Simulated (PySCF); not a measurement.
## Quadrupolar nuclei of `CC(=O)[C@@H]1C=CC(=O)CC1` in NMR

C₈H₁₀O₂.
Z-matrix (Å and degrees, GFN2-xTB geometry), rows numbered from 1:
```
C 
C   1  1.5055
O   2  1.2013  1  123.32
C   2  1.5302  1  114.46  3  -179.75
C   4  1.4998  2  108.40  1   -84.04
C   5  1.3313  4  123.28  2  -142.72
C   6  1.4712  5  123.28  4    -3.30
O   7  1.2102  6  122.38  5   178.71
C   7  1.5133  6  114.77  5    -3.67
C   9  1.5227  7  111.68  6    34.38
H   1  1.0866  2  110.30  3   -16.95
H   1  1.0896  2  108.20  3   101.63
H   1  1.0868  2  111.37  3  -139.71
H   4  1.0981  2  108.18  1    33.10
H   5  1.0824  4  116.67  2    36.70
H   6  1.0806  5  121.06  4   178.30
H   9  1.0954  7  106.98  6   -85.89
H   9  1.0907  7  109.13  6   157.81
H  10  1.0918  4  109.83  2   -67.47
H  10  1.0919  4  108.43  2    50.02
```

Computed at PBE0/pcSseg-1 (PySCF, non-relativistic):

| atom | environment | nucleus | spin I | Q (b) | CQ = χzz (MHz) | η |
| --- | --- | --- | --- | --- | --- | --- |
| O3 | ketone oxygen | 17O | 5/2 | -0.0256 | 11.932 | 0.527 |
| O8 | ketone oxygen | 17O | 5/2 | -0.0256 | 12.233 | 0.461 |

Task: PQ = |CQ|√(1 + η²/3), νQ = 3|CQ|/[2I(2I − 1)], ν0 = |g|·7.62259 MHz/T·B with g(17O) = −0.75752: values at 11.75 T?

Result: 
| atom | PQ (MHz) | νQ (MHz) | ν0 (MHz) | νQ/ν0 |
| --- | --- | --- | --- | --- |
| O3 | 12.47 | 1.790 | 67.85 | 0.026 |
| O8 | 12.66 | 1.835 | 67.85 | 0.027 |

For O3: PQ = 11.93 × 1.0452, νQ = 11.93 × 0.1500, ν0 = 5.7742 MHz/T × 11.75 T.

Task: For half-integer spins with νQ below a tenth of ν0, find the second-order shift of the centre of gravity of the central transition at 11.75, 14.1 and 18.8 T.

Result: From −(3/40)(PQ/ν0)²[I(I + 1) − 3/4]/[I(2I − 1)]², which goes as 1/B² (ppm):

| site | 11.75 T | 14.1 T | 18.8 T |
| --- | --- | --- | --- |
| 17O at O3 | -203 | -141 | -79.2 |
| 17O at O8 | -209 | -145 | -81.6 |

Task: Quadrupolar 1/T1 and linewidth for τc = 4 ps (extreme narrowing, isotropic tumbling)?

Result: 1/T1 = 1/T2 = (3π²/10)(2I + 3)/[I²(2I − 1)] × PQ² × τc; the width is 1/(πT2).

```json
{"site": "17O at O3", "spin factor (2I + 3)/[I²(2I − 1)]": "0.320", "1/T1 (s⁻¹)": "589", "T1 (ms)": "1.7", "linewidth (Hz)": "188"}
{"site": "17O at O8", "spin factor (2I + 3)/[I²(2I − 1)]": "0.320", "1/T1 (s⁻¹)": "607", "T1 (ms)": "1.65", "linewidth (Hz)": "193"}
```

The couplings are those of the rigid, isolated species; surroundings and motion change them. GFN2-xTB bond lengths can be off by several hundredths of an ångström, more for odd bonds, and the gradients follow them. The basis is small and wasn't made for field gradients, so the couplings can be 20 % off.

One conformer stands for the species.
